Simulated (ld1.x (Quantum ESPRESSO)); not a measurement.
**In (Z = 49): excitation energies, all-electron against TM**

* Element: indium (In)
* Generator: ld1.x (Quantum ESPRESSO) 7.5
* Type: norm-conserving Troullier–Martins (Kleinman–Bylander form)
* Functional: PBE
* Relativity: scalar-relativistic
* Frozen core: [Kr] 4d10
* Valence charge: 3
* Reference configuration: 5s1.5 5p0 (charge +1.5)
* Partial waves: 5s (bound): rc 1.90 bohr; 5p (bound, empty): rc 2.40 bohr
* Local potential: all-electron potential smoothed inside 1.70 bohr (lloc = -2)
* Core correction: a·sin(br)/r model core inside 1.75 bohr

Energies are relative to the spin-unpolarised reference configuration 5s1.5 5p0; without spin polarisation the order of configurations can differ from experiment. The frozen-core shift is the all-electron ΔE with the core orbitals held at their reference shape minus the fully relaxed ΔE.

```
valence configuration  charge  ΔE all-electron (eV)  error AE − PS (meV)  frozen-core shift (meV)
              5s2 5p1       0               -13.887                  -54                      +75
              5s2 5p0      +1                -8.524                  -20                      +26
              5s1 5p0      +2                10.711                  -31                      +38
              5s1 5p1      +1                -1.931                 -2.1                     +1.0
            5s2 5p1.3    -0.3               -14.419                  -59                      +82
```

(1) What are ΔE and the potential's error for 5s1 5p2?

(2) What are ΔE and the potential's error for 5s0 5p3?

Note: ghost state, extra bound levels that the all-electron valence spectrum of the same l lacks: d at -8.5 eV. A true bound ghost makes a file unfit for plane-wave use.

Answers

(1) ΔE = -8.046 eV all-electron; the error (AE − PS) is -15 meV.

(2) ΔE = -1.940 eV all-electron; the error (AE − PS) is -19 meV.
